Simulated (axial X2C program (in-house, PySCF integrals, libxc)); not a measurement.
Which molecule gave these maps?

PBE0 fields computed with an in-house relativistic program for diatomic molecules, 2c, near the equilibrium distance, one atom at z = 0.

The maps cover the half plane through the axis: z from -2.4 to 4.2 Å along the bond, ρ from 0.15 to 2.25 Å away from it.

log10 of the density in e/bohr³:

```
 ρ\z  -2.4  -1.8  -1.2  -0.6   0.0   0.6   1.2   1.8   2.4   3.0   3.6   4.2
0.15  -3.5  -2.6  -1.7  -0.4   1.4  -0.4  -0.9   0.1   0.1  -1.0  -2.2  -3.4
0.45  -3.6  -2.6  -1.8  -0.8   0.2  -0.8  -1.0  -0.5  -0.5  -1.2  -2.3  -3.5
0.75  -3.7  -2.8  -2.0  -1.3  -0.9  -1.3  -1.3  -0.8  -0.8  -1.5  -2.5  -3.6
1.05  -3.9  -3.0  -2.3  -1.8  -1.5  -1.7  -1.6  -1.2  -1.3  -1.9  -2.8  -3.8
1.35  -4.1  -3.3  -2.7  -2.2  -2.1  -2.1  -2.0  -1.8  -1.8  -2.3  -3.1  -4.1
1.65  -4.4  -3.6  -3.0  -2.7  -2.5  -2.6  -2.5  -2.3  -2.3  -2.8  -3.5  -4.4
1.95  -4.7  -4.0  -3.5  -3.1  -3.0  -3.0  -2.9  -2.8  -2.9  -3.3  -3.9  -4.7
2.25  -5.1  -4.4  -3.9  -3.6  -3.5  -3.5  -3.4  -3.3  -3.4  -3.7  -4.3  -5.0
```

Electron localisation function (collinear form, no current term, damped to 0 at low density):

```
 ρ\z  -2.4  -1.8  -1.2  -0.6   0.0   0.6   1.2   1.8   2.4   3.0   3.6   4.2
0.15  0.24  0.93  0.72  0.34  0.29  0.29  0.73  0.36  0.40  0.80  0.33  0.02
0.45  0.17  0.92  0.77  0.21  0.68  0.16  0.71  0.32  0.34  0.81  0.30  0.02
0.75  0.08  0.89  0.83  0.26  0.20  0.17  0.65  0.86  0.90  0.77  0.25  0.01
1.05  0.02  0.77  0.87  0.48  0.21  0.23  0.53  0.83  0.87  0.66  0.16  0.00
1.35  0.00  0.44  0.84  0.65  0.33  0.21  0.35  0.69  0.72  0.46  0.08  0.00
1.65  0.00  0.09  0.63  0.62  0.33  0.12  0.18  0.46  0.48  0.23  0.02  0.00
1.95  0.00  0.01  0.17  0.32  0.15  0.04  0.08  0.21  0.21  0.07  0.00  0.00
2.25  0.00  0.00  0.01  0.05  0.03  0.01  0.02  0.06  0.05  0.01  0.00  0.00
```

Axial spin density in 10⁻³ e/bohr³:

```
 ρ\z  -2.4  -1.8  -1.2  -0.6   0.0   0.6   1.2   1.8   2.4   3.0  3.6  4.2
0.15   0.3   2.4  15.8  25.7  -3.1  -3.2  18.0   8.8   5.7  19.8  1.8  0.1
0.45   0.2   2.0  12.3  25.9  -1.4  -3.1   9.3  15.6   9.9  11.2  1.3  0.1
0.75   0.2   1.4   7.6  18.0   7.3  -1.6   2.5   3.4   1.4   4.1  0.7  0.1
1.05   0.1   0.8   3.9   9.0   5.5  -0.5   0.2   0.2  -0.1   1.1  0.3  0.0
1.35   0.1   0.4   1.7   3.6   2.5   0.0  -0.1  -0.1  -0.1   0.3  0.1  0.0
1.65   0.0   0.2   0.7   1.3   0.9   0.1  -0.1  -0.1  -0.1   0.1  0.0  0.0
1.95   0.0   0.1   0.3   0.5   0.3   0.0   0.0   0.0   0.0   0.0  0.0  0.0
2.25   0.0   0.0   0.1   0.1   0.1   0.0   0.0   0.0   0.0   0.0  0.0  0.0
```

Task: Which molecule is it?
A. AlBr
B. GaCl⁺
C. GaH⁺
D. GeC

Result: B. GaCl⁺, with Ga at z = 0 and Cl at z = 2.104 Å, state Ω = 1/2 (⟨Sz⟩ = 0.50, ⟨Lz⟩ = 0.00 at PBE0), basis Ga dyall-cv3z [9s9p7d4f1g], Cl dyall-av3z [9s8p3d2f] (cores contracted in-house). Occupations by symmetry block were frozen at the best pattern of an incomplete PBE0 search. Density functionals use the spin component along the axis (collinear).
